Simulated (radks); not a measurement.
Charge is removed step by step from the 4s down level of Mn, starting from [Ar] 3d5 4s(up 1, down 1). All-electron calculation, scalar-relativistic Kohn-Sham, BLYP, spin-polarised, spherical densities, finite nucleus; open shells are filled with parallel spins first; Fermi nuclear charge, rms radius 3.7057 fm. Program: a radial shooting solver on a logarithmic mesh with Libxc functionals.

| removed (e) | E - E(0) (eV) | eigenvalue (eV) |
|---|---|---|
| 0 | 0.000 | -4.489 |
| 0.1 | 0.478 | -5.076 |
| 0.2 | 1.015 | -5.672 |
| 0.3 | 1.613 | -6.278 |
| 0.4 | 2.271 | -6.893 |
| 0.5 | 2.992 | -7.517 |
| 0.6 | 3.775 | -8.150 |
| 0.7 | 4.622 | -8.792 |
| 0.8 | 5.533 | -9.440 |
| 0.9 | 6.509 | -10.081 |

The mean slope of the eigenvalue, de/dn, is 6.21 eV per electron.
